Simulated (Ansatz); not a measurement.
Ansatz (a program for electronic structure) input:

Ansatz 0.2 input:
```yaml
crystal:
  periodic: [false, false, false]
  atoms:
    - {symbol: C, position_ang: [-1.50946924, 0.13525764, -0.02954702]}
    - {symbol: C, position_ang: [-0.14239834, -0.47916042, -0.10548602]}
    - {symbol: C, position_ang: [1.02416038, 0.26214254, -0.58559615]}
    - {symbol: O, position_ang: [0.83826806, 0.01922124, 0.81226500]}
    - {symbol: H, position_ang: [-2.05693779, -0.25112328, 0.83255523]}
    - {symbol: H, position_ang: [-2.08462067, -0.10001904, -0.92820269]}
    - {symbol: H, position_ang: [-1.43877541, 1.21922918, 0.06660483]}
    - {symbol: H, position_ang: [-0.11998649, -1.56214571, -0.21072859]}
    - {symbol: H, position_ang: [0.90406969, 1.29704488, -0.89351414]}
    - {symbol: H, position_ang: [1.85634933, -0.26619438, -1.04105945]}
basis:
  gaussian:
    orbitals: def2-TZVP
hamiltonian:
  xc: b3lyp
  dispersion: d3bj
phonons: {temperatures: {t_min: 298.15, t_max: 298.15, t_step: 100}}
```

### Question
Which total energy does the run end on?

### Answer
-193.19926 Eh (B3LYP-D3(BJ)/def2-TZVP). The basis has 160 functions. The run takes around 4 core-minutes (rough).
